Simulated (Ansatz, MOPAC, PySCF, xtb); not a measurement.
The molecule AgF, closed-shell singlet (the spin of the measured ground state). No spin–orbit coupling.

Constants: fifth-degree fit in 1/R to seven points, most abundant isotopes. In def2 and cc sets the state is the lowest found near the PBE0 minimum, followed along R. The singlet is held restricted. HF and MP2 rows in def2 and cc sets belong to the determinant that coupled cluster picked by its CCSD energy.

The values were computed with Ansatz (a first-principles code) with Gaussian orbitals; MOPAC for PM6, PM7 (differences of heats of formation); PySCF for 3-21G rows, LANL2DZ rows; xtb for the GFN methods. Each number belongs to the level named beside it. In def2 rows elements past Kr take small-core potentials, without spin–orbit coupling.

```csv
level,r_e (Å),ω_e (cm⁻¹),α_e (cm⁻¹),B_e (cm⁻¹),D_e (eV),dipole (D)
PM6,1.979,629,0.0018,0.267,-,-
PM7,2.045,420,0.0013,0.250,-,-
GFN1-xTB,1.998,444,0.0014,0.262,-,-
GFN2-xTB,1.971,414,0.0018,0.269,-,-
HF/3-21G,2.017,542,0.0018,0.257,-,7.12
HF/def2-TZVPP,2.026,492,0.0019,0.255,-,-
HF/def2-QZVPP,2.028,490,0.0019,0.254,-,-
SVWN5/def2-TZVPP,1.934,537,0.0021,0.279,4.32,4.81
PBE/def2-TZVPP,1.987,487,0.0021,0.265,3.58,5.04
BP86/LANL2DZ,2.024,473,0.0022,0.255,-,5.30
r2SCAN/def2-TZVPP,1.970,510,0.0020,0.269,3.42,5.35
B97M-V/def2-TZVPP,1.976,504,0.0021,0.268,3.33,5.32
B3LYP/LANL2DZ,2.028,481,0.0021,0.254,-,5.90
B3LYP/def2-TZVPP,1.992,496,0.0020,0.263,3.26,5.58
PBE0/def2-TZVPP,1.981,506,0.0020,0.266,3.22,5.72
BHLYP/def2-TZVPP,1.990,512,0.0019,0.264,2.88,6.26
CAM-B3LYP/def2-TZVPP,1.978,517,0.0019,0.267,3.41,5.82
wB97X-V/def2-TZVPP,1.987,512,0.0019,0.265,3.53,6.01
wB97M-V/def2-TZVPP,1.990,509,0.0019,0.264,3.55,5.99
B2PLYP/def2-TZVPP,1.985,506,0.0020,0.265,-,-
MP2/def2-TZVPP,1.966,525,0.0019,0.270,-,-
MP2/def2-QZVPP,1.969,524,0.0019,0.270,-,-
"MP2/CBS(def2-TZVPP, def2-QZVPP)",1.969,525,0.0018,0.270,-,-
SCS-MP2/def2-TZVPP,1.980,515,0.0019,0.267,-,-
SCS-MP2/def2-QZVPP,1.982,514,0.0019,0.266,-,-
CCSD/def2-TZVPP,1.984,514,0.0020,0.265,3.11,-
CCSD/def2-QZVPP,1.986,515,0.0019,0.265,3.26,-
CCSD(T)/def2-TZVPP,1.981,513,0.0020,0.266,3.23,-
CCSD(T)/def2-QZVPP,1.983,514,0.0019,0.266,3.40,-
"CCSD(T)/CBS(def2-TZVPP, def2-QZVPP)",1.982,517,0.0018,0.266,3.45,-
```

D_e counts from each atom's lowest state at the same level, without counterpoise or zero-point energy.

Correlated levels freeze the inner cores; with def2 sets outer-core shells near the valence are correlated too. CBS: X⁻³ extrapolation of the correlation energy, Hartree–Fock from the larger set. Rows in 3-21G, LANL2DZ carry no dispersion term and start afresh at each structure; the Pople sets are all-electron and without relativity. LANL2DZ brings its own core potentials from Na on. The state that PM6, PM7 reach isn't checked; PM7 holds dispersion and hydrogen-bond terms.

Measured for the ground state: r_e 1.9832 Å [microwave values compiled in ACS Omega 2, 8373 (2017)]. D_0 3.66 ± 0.06 eV (a handbook's tabulated 298 K bond energy less 3RT/2; such tables hold older values) [Luo, bond dissociation energies, CRC Handbook]. dipole 6.22 D [compilation of Liu, Meijer and Pérez-Ríos].
